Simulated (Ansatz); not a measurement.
Zn₁₀O₁₀. Charge 0, multiplicity 1. Geometry r2SCAN-D4/def2-SVP, basis def2-SVP, Ansatz.

Cartesian coordinates in Å:
```
Zn 3.5443 0.9450 -1.4709
Zn 2.0726 2.3292 1.1525
Zn -3.9612 -0.6414 1.4440
Zn -1.1156 0.2418 0.7381
Zn -2.2898 -0.7688 3.3983
Zn -2.3762 -0.7321 -1.5241
Zn 2.8399 -1.4298 -2.6749
Zn 0.7247 1.1844 -0.8592
Zn -0.2215 -1.7848 -2.6611
Zn 0.5697 1.0797 2.7805
O -4.0356 -1.1176 3.1725
O 0.0834 1.7865 0.8863
O -0.7489 -0.2450 2.6722
O 2.4106 2.1151 -0.7170
O -2.9839 -0.0025 0.0897
O 2.1748 1.9255 2.9206
O 1.4369 -2.3821 -3.0429
O -0.3617 -0.2958 -1.0905
O 4.2709 -0.4143 -2.3048
O -2.0334 -1.7930 -2.9092
```

```json
{"run": "A", "HOMO (eV)": "-5.44", "LUMO (eV)": "-3.03"}
{"run": "B", "HOMO (eV)": "-4.95", "LUMO (eV)": "-3.32"}
{"run": "C", "HOMO (eV)": "-4.73", "LUMO (eV)": "-3.53"}
{"run": "D", "HOMO (eV)": "-6.04", "LUMO (eV)": "-2.73"}
```

Single mean-field runs in def2-SVP are fitted with def2-universal-jkfit. The structure comes from a short search, and lower isomers may exist.

**Question.** The runs used PBE, PBE0, r2SCAN, r2SCANh. Estimate which is which.

**Answer.** A r2SCANh (10 % exact exchange); B r2SCAN (0 % exact exchange); C PBE (0 % exact exchange); D PBE0 (25 % exact exchange). Exact exchange lowers occupied and raises empty levels; among semilocal functionals meta-GGAs tend to open the gap a little, and such runs are hard to tell apart. The gap grows from 1.21 eV (PBE) to 3.31 eV (PBE0).
